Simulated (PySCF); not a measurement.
# One molecule, several mistakes: ClGeH4NSi

These are calculations, not measurements. The program is PySCF 2.14.0, an open-source quantum chemistry code, run on an isolated molecule that a program drew, which may never have been made. The molecule is ClGeH4NSi (charge 0, singlet), drawn as the SMILES string `[NH2][Ge][SiH2]Cl`.

Each row is a Hartree-Fock (HF) and frozen-core CCSD(T) single point in the cc-pV(D+d)Z basis, meant for a local HF minimum. Run 1 is clean. Each other run has one planted mistake out of seven kinds, and not every kind appears here: one electron removed, one electron added, multiplicity raised by two, geometry at a saddle point, minimal basis STO-3G, one bond length entered in bohr, all coordinates scaled. The reference is restricted for singlets and unrestricted otherwise, and also for a bond in bohr. Adding or removing an electron swaps singlet and doublet. Electrons count all cores. HOMO and LUMO are orbital energies over both spins, the gradient is its largest component, and the lowest frequency (negative if imaginary) is given only where the gradient is small. Bond lengths are over the 7 bonds as drawn. T1 is the CCSD diagnostic: over 0.02 (restricted) or 0.045 (unrestricted) a single reference is doubtful. Germanium has the cc-pVDZ-PP basis, with a core potential (ECP10MDF) in place of its 10 inner electrons, and its 3s, 3p and 3d shells are frozen in CCSD(T).

Geometry of the clean run:
```xyz
8
ClGeH4NSi, angstrom
N     1.7468   -0.6507   -1.6537
Ge    2.0345   -0.4322    0.1222
Si   -0.2445   -1.1917    0.8100
Cl    0.0166   -2.9415    1.9446
H     2.4763   -0.4739   -2.3199
H     0.9133   -0.9810   -2.1033
H    -1.1478   -1.5538   -0.3097
H    -0.9630   -0.2365    1.6840
```

| run | electrons | basis functions | <S^2> | HOMO (eV) | LUMO (eV) | gradient (hartree/bohr) | lowest frequency (cm^-1) | mean bond (Å) | longest bond (Å) | T1 | HF (hartree) | CCSD(T) (hartree) | mistake |
|---|---|---|---|---|---|---|---|---|---|---|---|---|---|
| 1 | 74 | 103 | 0.000 | -8.50 | 0.93 | 4.9e-06 | 25 | 1.6262 | 2.499 | 0.0170 | -1098.65268 | -1099.20529 | no fault |
| 2 | 75 | 103 | 0.763 | -0.53 | 7.41 | 4.8e-02 | - | 1.6262 | 2.499 | 0.0173 | -1098.64443 | -1099.20143 | one electron added |
| 3 | 74 | 103 | 0.000 | -8.27 | 1.24 | 5.0e-02 | - | 1.5449 | 2.374 | 0.0149 | -1098.63146 | -1099.17767 | all coordinates scaled |
| 4 | 73 | 103 | 0.787 | -15.83 | -6.61 | 4.1e-02 | - | 1.6262 | 2.499 | 0.0231 | -1098.37557 | -1098.90871 | one electron removed |
| 5 | 74 | 103 | 0.778 | -8.66 | 0.77 | 2.0e-02 | - | 1.7538 | 2.499 | 0.0549 | -1098.51069 | -1099.06270 | one bond length entered in bohr |
| 6 | 74 | 103 | 2.020 | -6.74 | -0.48 | 3.1e-02 | - | 1.6262 | 2.499 | 0.0200 | -1098.58988 | -1099.12220 | ? |

**Which mistake was planted in run 6, and what did it cost?**

Electrons, basis and geometry are unchanged, and <S^2> is 2.020, beside S(S+1) = 2.00 for a multiplicity of 3. So the mistake is: multiplicity raised by two. Subtracting run 1 and multiplying by 627.51 kcal/mol a hartree, the energy moved by 39.4 kcal/mol in HF and 52.1 kcal/mol in CCSD(T).

Cautions from the logs. Run 2: the added electron raises the CCSD(T) energy, so it isn't bound in this basis; run 5: T1 is over the limit, so its CCSD(T) energy is less reliable.
